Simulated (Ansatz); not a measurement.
Ansatz (an electronic-structure program) input (CCSD(T)/6-31G*):

Ansatz 0.2 input:
```yaml
crystal:
  periodic: [false, false, false]
  atoms:
    - {symbol: C, position_ang: [2.30476126, 0.03433154, -0.84965183]}
    - {symbol: C, position_ang: [1.40146586, -0.66552249, -0.17033441]}
    - {symbol: C, position_ang: [0.54277523, -0.12899810, 0.94185083]}
    - {symbol: B, position_ang: [-0.87273518, 0.12812578, 0.27839358]}
    - {symbol: C, position_ang: [-1.82817139, -1.07501314, -0.03853954]}
    - {symbol: C, position_ang: [-1.29206700, 1.60008141, -0.06320442]}
    - {symbol: H, position_ang: [2.52268847, 1.06801022, -0.60554689]}
    - {symbol: H, position_ang: [2.86524620, -0.40556154, -1.66433690]}
    - {symbol: H, position_ang: [1.21638678, -1.69635346, -0.45911151]}
    - {symbol: H, position_ang: [0.47221091, -0.87656307, 1.73897652]}
    - {symbol: H, position_ang: [0.98807789, 0.77965366, 1.35241255]}
    - {symbol: H, position_ang: [-1.41289492, -2.06550665, 0.15491690]}
    - {symbol: H, position_ang: [-2.72781795, -0.96663764, 0.58209907]}
    - {symbol: H, position_ang: [-2.19020790, -1.03991763, -1.07081326]}
    - {symbol: H, position_ang: [-2.17706813, 1.69581946, -0.69445782]}
    - {symbol: H, position_ang: [-0.46748585, 2.15123730, -0.52567908]}
    - {symbol: H, position_ang: [-1.49804315, 2.12591533, 0.87884879]}
basis:
  gaussian:
    orbitals: 6-31G*
magnetization: {spin_polarized: false}
correlation: {method: ccsd_t, electrons: outside_noble_gas}
```

End of the output:

```
integrals: 0.20 GiB planned
1210 factors; integrals over basis functions are off by at most 8.1e-4 eV
0.49 GiB of device memory are held for the factors and their scratch space
mean field: 0.46 GiB planned
mean field evaluation 1: about -5994.1327 eV, gradient 3.5e1 eV
mean field evaluation 2: about -5994.2015 eV, gradient 3.5e1 eV
mean field evaluation 4: about -5997.7967 eV, gradient 3.2e0 eV
mean field evaluation 8: about -5997.8362 eV, gradient 1.9e-1 eV
mean field evaluation 16: about -5997.7644 eV, gradient 3.8e-1 eV
mean field -5997.83637141 eV, -220.4164211699 hartree, gradient 5.9e-6 eV, S^2 0.000000; 0 other end points of the search recorded, 0 dependent functions left out
6 core orbitals not correlated
reference -5997.83637141 eV, -220.4164211699 hartree; 17, 17 occupied and 89, 89 virtual orbitals, 1210 factors
second order -19.61956284 eV of doubles, -0.00000000 eV of singles
coupled cluster: 2.87 GiB planned
cycle   1  -20.81689261 eV  change    -1.2e0 eV  update   1.0e-1
cycle   2  -21.44531468 eV  change   -6.3e-1 eV  update   3.1e-2
cycle   3  -21.55287487 eV  change   -1.1e-1 eV  update   1.2e-2
cycle   4  -21.55526804 eV  change   -2.4e-3 eV  update   3.5e-3
cycle   5  -21.55525388 eV  change    1.4e-5 eV  update   1.2e-3
cycle   6  -21.55510277 eV  change    1.5e-4 eV  update   3.5e-4
cycle   7  -21.55500692 eV  change    9.6e-5 eV  update   1.0e-4
cycle   8  -21.55501719 eV  change   -1.0e-5 eV  update   3.7e-5
perturbative correction -0.69393371 eV, -0.0255015935 hartree
Total energy: -6020.08532231 eV, -221.2340550344 hartree
```
